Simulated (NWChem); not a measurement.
Molecule: BI₂F; SMILES B(F)(I)I

Computed with NWChem. Pople sets run with spherical d functions. Geometry: optimised at PBE0/def2-SVP (def2 core potentials past Kr). Total energies compare along this basis series because the functional is fixed.

```tsv
level	basis functions	energy (Ha)	highest occupied level (eV)	orbital gap (eV)	dipole (D)
PBE0/STO-3G, non-relativistic	64	-13828.0781	-5.25	6.78	1.32
PBE0/3-21G, non-relativistic	80	-13903.1758	-7.61	6.09	0.21
PBE0/6-311G**, non-relativistic	160	-13962.9137	-7.77	6.00	0.35
```
